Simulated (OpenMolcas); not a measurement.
Ar⁺: effect of the basis set

- Program: OpenMolcas 26.06
- Method: SS-CASPT2, IPEA 0.25 Eh, imaginary shift 0.1 Eh (closed shells correlated: 2s 2p)
- Active space: 7 electrons in 4 orbitals (3s 3p)
- State averaging: 2S+1 = 2 odd, 3 roots; 2S+1 = 2 even, 1 root
- Spin-orbit coupling: RASSI with atomic mean-field integrals over the reference wave functions, term energies averaged over their components

A. ANO-RCC-VDZP [4s3p1d], DKH2, point nucleus; CASPT2 step of the order of 0.5 core-seconds
B. ANO-L-VTZP [5s4p2d1f], non-relativistic, point nucleus; CASPT2 step roughly 0.8 core-seconds
C. ANO-RCC-VTZP [5s4p2d1f], DKH2, point nucleus; CASPT2 step roughly 0.6 core-seconds
D. ANO-R2 [5s4p3d1f], X2C, finite nucleus; CASPT2 step of the order of 1.1 core-seconds
E. ANO-RCC-VQZP [6s5p3d2f1g], DKH2, point nucleus; CASPT2 step of the order of 0.9 core-seconds
F. ANO-R3 [6s5p4d2f1g], X2C, finite nucleus; CASPT2 step of the order of 1.1 core-seconds

Energies in cm⁻¹ above 3s² 3p⁵ ²P°_3/2, the measured ground level; measured values from NIST Handbook of Basic Atomic Spectroscopic Data.

| Level | A | B | C | D | E | F | Measured |
| --- | --- | --- | --- | --- | --- | --- | --- |
| 3s² 3p⁵ ²P°_3/2 | 0.0 | 0.0 | 0.0 | 0.0 | 0.0 | 0.0 | 0.0 |
| 3s² 3p⁵ ²P°_1/2 | 1370 | 1316 | 1335 | 1342 | 1350 | 1349 | 1432 |
| 3s 3p⁶ ²S_1/2 | 126409 | 125144 | 127122 | 125702 | 126487 | 125201 | 108722 |

Deviations, from unrounded energies. A percentage is the sum of absolute deviations over the sum of measured energies, with the sign that they share, or ± where signs differ.

| Against measurement | Levels | A | B | C | D | E | F |
| --- | --- | --- | --- | --- | --- | --- | --- |
| mean absolute deviation (cm-1) | 2 | 8900 | 8300 | 9200 | 8500 | 8900 | 8300 |
| fine structure of the ground term (%) | 1 | -4.3 | -8.1 | -6.7 | -6.2 | -5.7 | -5.8 |
| other configurations (%) | 1 | +16.3 | +15.1 | +16.9 | +15.6 | +16.3 | +15.2 |

B, D, F lie about equally close to measurement and C furthest from it. The largest miss of B in the table is 3s 3p⁶ ²S_1/2, by +16000 cm-1. The ranking rests on the paired levels alone, and a cruder setting can come out closer through cancelling errors.

Among A to F the level of the table that moves most is 3s 3p⁶ ²S_1/2, by 2000 cm-1 (lowest in B, highest in C).

Over all roots computed the reference weight is 0.88 to 0.96 in A, 0.87 to 0.95 in B, 0.87 to 0.95 in C, 0.86 to 0.94 in D, 0.86 to 0.95 in E, 0.86 to 0.94 in F; the roots of lowest weight are the least certain, and an intruder state may touch them. Computed and measured levels are paired by configuration, term and J; levels that our copy of the source lacks, or whose pairing is in doubt (as where it misses far off the trend of its configuration), stay unpaired and out of the deviations. Levels of configurations outside the active space are missing.

° marks odd parity.
